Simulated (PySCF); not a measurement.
# GeN⁺ at UHF

Computed with UHF; PySCF, no relativity, basis sets Ge 6-31G(d,p), N 6-31G(d,p).

* state: ³Σ⁻ (triplet), unpaired electrons π ↑↑
* bond length: 190.2 pm
* harmonic wavenumber: 627 cm⁻¹
* force constant: 2.73 mdyn/Å
* rotational constant Be: 0.3957 cm⁻¹
* well depth De to Ge⁺ + N: 0.11 eV
* dissociation energy D0: 0.08 eV
* bond order (Mayer): 1.12
* dipole moment (positive dipole points towards N; it is taken about the centre of mass and depends on that origin): -1.94 D

Spin–orbit coupling is left out. For an ion De counts to the pair picked by the measured ionisation energies or electron affinities, which need not be the lowest pair at this level. Hartree–Fock leaves out correlation, which carries a large part of most bond energies and some tenths to 1 eV of ionisation energies. The state is the lowest determinant that a PBE0 search found; another state may lie lower at other levels.
